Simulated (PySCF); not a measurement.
H6BBrSi2, SMILES Br[SiH2][SiH2]B, PBE0/def2-SVP optimised geometry. Atoms within 1.6 Å of the plane z = 0.0 Å (x, y, z in Å): B1 (1.81, 0.85, 1.53), Si2 (1.33, -0.35, 0.00), Si3 (-1.03, -0.35, 0.00), Br4 (-1.74, 1.78, 0.00), H6 (2.06, 2.02, 1.35), H7 (1.74, -1.78, 0.19), H8 (1.77, 0.11, -1.35), H9 (-1.58, -1.00, 1.23), H10 (-1.60, -1.02, -1.20).

Method: PBE0/def2-TZVP in PySCF. Cells within 0.4 Å of a nucleus heavier than hydrogen are left out (blank, or x).

Map of the LUMO amplitude (bohr^(-3/2)) on the plane z = 0.0 Å; orbital energy -2.66 eV, overall sign arbitrary:

```
|44444444444444444444444444444|
|44444444444444444444444444444|
|44444444444444444444444444444|
|44444444444444433334444444444|
|44444444444443333333444444444|
|44444445554443333333344444444|
|44444444554443333333344455555|
|4444444xxx5443332223344555555|
|4444444xxx5443322223345555555|
|44443344x55443322222345666655|
|44433334455544322122456666665|
|44333334455554322112456777665|
|44333334455665432112467777665|
|44333333455676543213578877665|
|4333333334xx787643xx678877665|
|4333333234xx698765xxx78776655|
|4333332233xx899876xx466666655|
|43333333345799987543345555555|
|44333333346788876432234455555|
|44333333445677765421123444444|
|44433333445666654321012344444|
|44443334445555554321012334444|
|44444444444555444332122334444|
|44444444444444444333233334444|
|44444444444444444333333344444|
|44444444444444444433333444444|
|44444444444444444444444444444|
|44444444444444444444444444444|
|44444444444444444444444444444|
```
Scale: ten equal steps from -0.059 (start of '0') to 0.073 (end of '9'), in the order '0123456789'; x runs from -4.00 to 4.00, y from -4.00 (bottom) to 4.00 (top).
